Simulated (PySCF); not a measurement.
C$_{3}$H$_{6}$Cl (SMILES CC[CH-]Cl), charge -1, singlet, geometry from GFN2-xTB (in this run its highest filled SCF level lies above zero, so its values depend strongly on the basis, on diffuse functions most of all); SVWN5/STO-3G (PySCF).

PySCF was given this input:
```python
from pyscf import gto, scf, dft

mol = gto.M(
    atom='''
C     0.87874214   -0.57746196    0.01178248
C     2.36128716   -0.21090347    0.01892378
C     0.05260727    0.70987802    0.08469850
H     0.66331677   -1.19415500    0.89661526
H     0.68416168   -1.22068093   -0.87379508
H     2.99566787   -1.10167485    0.03968092
Cl   -1.73162036    0.11908892    0.00897987
H     2.61173789    0.36877995   -0.87023935
H     2.58650261    0.40082008    0.89158272
H     0.14033970    1.19332350   -0.92893097
''',
    basis='sto-3g',
    charge=-1,
    verbose=4,
)

mf = dft.RKS(mol)
mf.xc = 'lda,vwn'
mf.grids.level = 1
mf.kernel()
```

What the program printed (banner, timings and long lists left out):

```
PySCF version 2.14.0

[INPUT] verbose = 4
[INPUT] num. atoms = 10
[INPUT] num. electrons = 42
[INPUT] charge = -1
[INPUT] spin (= nelec alpha-beta = 2S) = 0
[INPUT] symmetry False subgroup None
[INPUT] Mole.unit = angstrom
[INPUT] Symbol           X                Y                Z      unit          X                Y                Z       unit  Magmom
[INPUT]  1 C      0.878742140000  -0.577461960000   0.011782480000 AA    1.660581978714  -1.091244951755   0.022265660268 Bohr   0.0
[INPUT]  2 C      2.361287160000  -0.210903470000   0.018923780000 AA    4.462186033852  -0.398549797020   0.035760761442 Bohr   0.0
[INPUT]  3 C      0.052607270000   0.709878020000   0.084698500000 AA    0.099413332461   1.341475039649   0.160056968161 Bohr   0.0
[INPUT]  4 H      0.663316770000  -1.194155000000   0.896615260000 AA    1.253487029131  -2.256625900280   1.694357280506 Bohr   0.0
[INPUT]  5 H      0.684161680000  -1.220680930000  -0.873795080000 AA    1.292878200122  -2.306752643179  -1.651233390192 Bohr   0.0
[INPUT]  6 H      2.995667870000  -1.101674850000   0.039680920000 AA    5.660991834459  -2.081863744821   0.074986071171 Bohr   0.0
[INPUT]  7 Cl    -1.731620360000   0.119088920000   0.008979870000 AA   -3.272288232121   0.225045443270   0.016969494934 Bohr   0.0
[INPUT]  8 H      2.611737890000   0.368779950000  -0.870239350000 AA    4.935469321249   0.696893105731  -1.644514034320 Bohr   0.0
[INPUT]  9 H      2.586502610000   0.400820080000   0.891582720000 AA    4.887781553373   0.757440176426   1.684847158195 Bohr   0.0
[INPUT] 10 H      0.140339700000   1.193323500000  -0.928930970000 AA    0.265203597404   2.255054593007  -1.755425121927 Bohr   0.0

nuclear repulsion = 147.052824209566
number of shells = 20
number of NR pGTOs = 90
number of NR cGTOs = 30
basis = sto-3g
ecp = {}

******** <class 'pyscf.dft.rks.RKS'> ********
method = RKS
initial guess = minao
damping factor = 0
level_shift factor = 0
DIIS = <class 'pyscf.scf.diis.CDIIS'>
diis_start_cycle = 1
diis_space = 8
diis_damp = 0
SCF conv_tol = 1e-09
SCF conv_tol_grad = None
SCF max_cycles = 50
direct_scf = True
direct_scf_tol = 1e-13
XC library pyscf.dft.libxc version 7.1.2
    S. Lehtola, C. Steigemann, M. J. T. Oliveira, and M. A. L. Marques,  SoftwareX 7, 1–5 (2018)
XC functionals = lda,vwn
    P. A. M. Dirac,  Math. Proc. Cambridge Philos. Soc. 26, 376 (1930)
    F. Bloch,  Z. Phys. 57, 545 (1929)
    S. H. Vosko, L. Wilk, and M. Nusair,  Can. J. Phys. 58, 1200 (1980)
radial grids:
    Treutler-Ahlrichs [JCP 102, 346 (1995); DOI:10.1063/1.469408] (M4) radial grids

becke partition: Becke, JCP 88, 2547 (1988); DOI:10.1063/1.454033
pruning grids: <function nwchem_prune>
grids dens level: 1
symmetrized grids: False
atomic radii adjust function: <function treutler_atomic_radii_adjust>
small_rho_cutoff = 0
Set gradient conv threshold to 3.16228e-05
Initial guess from minao.
tot grids = 36688
init E= -568.666672738007
  HOMO = -0.188715461587157  LUMO = 0.00763142124777832  gap/eV = 5.34287
cycle= 1 E= -568.800371985995  delta_E= -0.134  |g|= 0.348  |ddm|= 3.82
  HOMO = 0.381589072756145  LUMO = 0.507200729460437  gap/eV = 3.41807
cycle= 2 E= -568.813012556716  delta_E= -0.0126  |g|= 0.32  |ddm|= 1.17
  HOMO = 0.297395109197071  LUMO = 0.439188634990306  gap/eV = 3.85840
cycle= 3 E= -568.84864801899  delta_E= -0.0356  |g|= 0.0479  |ddm|= 0.571
  HOMO = 0.301976075287769  LUMO = 0.438716466399123  gap/eV = 3.72090
cycle= 4 E= -568.849710880532  delta_E= -0.00106  |g|= 0.012  |ddm|= 0.147
  HOMO = 0.300094367714129  LUMO = 0.4382306527746  gap/eV = 3.75888
cycle= 5 E= -568.849789929339  delta_E= -7.9e-05  |g|= 0.00223  |ddm|= 0.0411
  HOMO = 0.300318304380655  LUMO = 0.438427340174628  gap/eV = 3.75814
cycle= 6 E= -568.849791560173  delta_E= -1.63e-06  |g|= 0.000639  |ddm|= 0.00447
  HOMO = 0.300310282520648  LUMO = 0.438377222528083  gap/eV = 3.75699
cycle= 7 E= -568.849791774898  delta_E= -2.15e-07  |g|= 9.24e-05  |ddm|= 0.00235
  HOMO = 0.300322855268761  LUMO = 0.438388294721611  gap/eV = 3.75695
cycle= 8 E= -568.849791780248  delta_E= -5.35e-09  |g|= 1.52e-05  |ddm|= 0.000342
  HOMO = 0.300324916865814  LUMO = 0.438389211746976  gap/eV = 3.75692
cycle= 9 E= -568.849791780321  delta_E= -7.32e-11  |g|= 3.28e-06  |ddm|= 2.58e-05
  HOMO = 0.300324366432391  LUMO = 0.438388566059196  gap/eV = 3.75692
Extra cycle  E= -568.849791780321  delta_E= 2.27e-13  |g|= 3.71e-06  |ddm|= 9.46e-06
converged SCF energy = -568.849791780321
```
